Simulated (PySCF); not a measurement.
## A series of derivatives of CN1CC[Si]1(C)N

Parent skeleton `[CH3:1][N:2]1[CH2:3][CH2:4][Si:5]1([CH3:6])[NH2:7]`; one hydrogen on atom 6 is replaced by X. Hydrogens on one atom are averaged.

- shieldings: GIAO PBE0/pcSseg-1
- coordinates at the GFN2-xTB level
- run in PySCF 2.14.0 with density-fitted response routines
- one computed conformer, no relativistic terms, one averaged value for each set of equivalent atoms, no solvent

Scale: 13C (σref 186.93) and 29Si (σref 349.16) and 1H (σref 31.72) vs TMS; 15N (σref 267.73) against NH3 (reference shieldings calculated alike).

**Question.** Give δ (ppm) for X = propynyl, SCH3, CN, C2H5, N=CH2, SSiH3, CH2CN, ethynyl, CHF2.

**Answer.** 
| X | SMILES | C1 | N2 | C3 | C4 | Si5 | C6 | N7 | H(C1) | H(C3) |
| --- | --- | --- | --- | --- | --- | --- | --- | --- | --- | --- |
| propynyl | CC#CC[Si@@]1(N)CCN1C | 36.1 | 69.9 | 48.6 | 17.7 | -17.0 | 7.6 | 39.0 | 2.79 | 3.03 |
| SCH3 | CSC[Si@@]1(N)CCN1C | 36.4 | 72.0 | 48.7 | 17.1 | -16.0 | 26.5 | 41.5 | 2.73 | 3.03 |
| CN | CN1CC[Si@]1(N)CC#N | 35.9 | 73.4 | 48.5 | 17.4 | -18.5 | 3.4 | 40.8 | 2.76 | 3.05 |
| C2H5 | CCC[Si@]1(N)CCN1C | 35.9 | 61.5 | 49.2 | 17.8 | -5.6 | 22.6 | 34.2 | 2.67 | 3.09 |
| N=CH2 | C=NC[Si@]1(N)CCN1C | 35.8 | 69.1 | 48.6 | 18.9 | -16.9 | 58.9 | 37.9 | 2.62 | 2.98 |
| SSiH3 | CN1CC[Si@@]1(N)CS[SiH3] | 36.0 | 65.0 | 48.7 | 17.4 | -16.3 | 17.2 | 36.8 | 2.64 | 3.03 |
| CH2CN | CN1CC[Si@@]1(N)CCC#N | 35.6 | 67.1 | 49.3 | 16.1 | -6.8 | 14.6 | 39.3 | 2.64 | 3.05 |
| ethynyl | C#CC[Si@@]1(N)CCN1C | 36.1 | 71.2 | 48.6 | 17.8 | -17.0 | 7.3 | 39.6 | 2.80 | 3.04 |
| CHF2 | CN1CC[Si@]1(N)CC(F)F | 36.5 | 68.6 | 49.3 | 16.5 | -14.1 | 29.2 | 46.0 | 2.66 | 3.09 |

**Question.** Which position responds most, and to which substituents?

**Answer.** C6: from 3.4 ppm with CN to 58.9 ppm with N=CH2.

Experimental scales use liquid or dissolved standards, which lie at an offset from isolated NH3 (liquid NH3: subtract about 20 ppm).
